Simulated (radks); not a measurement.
Initial-state core-level shifts of neutral selenium when its valence configuration changes from [Ar] 3d10 4s2 4p4. Method: scalar-relativistic Kohn-Sham, PBE, spin-polarised, spherical densities, point nucleus; open shells are filled with parallel spins first; computed with a radial shooting solver on a logarithmic mesh with Libxc functionals. Shifts are changes of the shell-averaged eigenvalues in eV (positive: less bound).

[
 {"valence": "3d10 4p6", "1s": "-3.392", "2s": "-3.297", "2p": "-3.286", "3s": "-3.342"},
 {"valence": "3d8 4s2 4p6", "1s": "-28.935", "2s": "-32.146", "2p": "-31.918", "3s": "-24.504"},
 {"valence": "3d10 4s1 4p5", "1s": "-1.703", "2s": "-1.658", "2p": "-1.652", "3s": "-1.683"},
 {"valence": "3d9 4s2 4p5", "1s": "-14.094", "2s": "-15.625", "2p": "-15.510", "3s": "-12.151"},
 {"valence": "3d9.5 4s2 4p4.5", "1s": "-6.955", "2s": "-7.700", "2p": "-7.643", "3s": "-6.050"},
 {"valence": "3d8.5 4s2 4p5.5", "1s": "-21.421", "2s": "-23.774", "2p": "-23.602", "3s": "-18.304"},
 {"valence": "3d9 4s1 4p6", "1s": "-15.671", "2s": "-17.172", "2p": "-17.049", "3s": "-13.705"}
]
